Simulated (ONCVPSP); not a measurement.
**Bi (Z = 83): excitation energies, all-electron against ONCV**

ONCVPSP 4.0.1 input, shortened (lines: element, Z, core and valence counts, functional; n l f; lmax; l rc ep ncon nbas qcut; lloc lpopt rc5 dvloc0; l nproj debl; icmod fcfact rcfact), Wu-Cohen, scalar-relativistic:

```
  Bi 83.00   12    3  -118130      upf
    1    0    2.00
    2    0    2.00
    2    1    6.00
    3    0    2.00
    3    1    6.00
    3    2   10.00
    4    0    2.00
    4    1    6.00
    4    2   10.00
    4    3   14.00
    5    0    2.00
    5    1    6.00
    5    2   10.00
    6    0    2.00
    6    1    2.00
    2
    0    1.90    0.00    4    9    3.00
    1    2.30    0.00    4    8    3.60
    2    1.45    0.00    4    9   10.70
    4    5    1.30    2.00
    0    1    1.40
    1    2    1.80
    2    3    3.80
    0    0.00    0.00
```

Energies are relative to the spin-unpolarised reference configuration 5d10 6s2 6p2; without spin polarisation the order of configurations can differ from experiment.

| valence configuration | charge | ΔE all-electron (eV) | error AE − PS (meV) |
| --- | --- | --- | --- |
| 5d10 6s2 6p1 | +2 | 15.304 | -8.8 |
| 5d9 6s2 6p4 | 0 | 16.171 | -179 |

Task: What are ΔE and the potential's error for 5d10 6s2 6p3?

Result: ΔE = -7.955 eV all-electron; the error (AE − PS) is +3.1 meV.

Task: What are ΔE and the potential's error for 5d10 6s2 6p0?

Result: ΔE = 38.675 eV all-electron; the error (AE − PS) is -25 meV.

Levels in the configuration 5d10 6s2 6p3:

```json
{"level": "5d", "all-electron (eV)": "-27.021", "pseudo (eV)": "-27.059"}
{"level": "6s", "all-electron (eV)": "-14.534", "pseudo (eV)": "-14.538"}
{"level": "6p", "all-electron (eV)": "-4.596", "pseudo (eV)": "-4.595"}
```

Note: ghosts flagged at negative energy: s at -150.7 eV; GHOST(+) flagged for p at 15.9 eV. A true bound ghost makes a file unfit for plane-wave use.
